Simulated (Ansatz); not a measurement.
## Relaxing a trial structure of BCuFGeH2In

The starting geometry of this gas-phase singlet was optimised with GFN2-xTB.

```xyz
7

B    -1.3658   -1.8816    0.3036
Cu   -2.6297   -0.5189   -0.4402
F    -3.2627    1.1738   -1.0383
Ge   -0.1178   -0.4940   -0.2594
In   -1.1745    2.2345   -0.5428
H    -1.4814   -2.8844    0.8869
H    -0.4831    0.0930    1.2480
```

Task: Where would you expect an optimisation with B3LYP-D3(BJ)/def2-SVP to take it?

Result: It rearranges, giving a structure with F3 bridging In5 and Cu2, H7 bridging B1 and Ge4, given below by its coordinates. Distances that change by over a tenth: Ge4–H7 (1.66 → 1.91 Å). Contacts that open: Ge4–In5 (2.94 → 3.55 Å). Contacts that close: B1–H7 (2.36 → 1.31 Å).

The energy falls by 0.85 eV over 16 steps:

```
step  E − E(last) (eV)
   1             0.851
   3             0.633
   4             0.583
   6             0.277
   8             0.019
   9             0.007
  11             0.000
  13             0.000
  14             0.000
  16             0.000
```

Final geometry (Å):

```xyz
7

B    -1.1521   -1.6763    0.5287
Cu   -2.3831   -0.2872   -0.3970
F    -3.2985    1.2194   -1.1817
Ge    0.0789   -0.5011   -0.3911
In   -1.6291    2.5886   -0.7775
H    -1.6590   -2.6619    0.9950
H    -0.4721   -0.9591    1.3812
```

Frequencies at the end are all real (lowest 47 cm⁻¹). Atoms past krypton carry core potentials, without spin–orbit terms. Run with Ansatz 0.2.0, 64 s on 2 threads of Intel(R) Xeon(R) 6975P-C (Granite Rapids) (shared host).
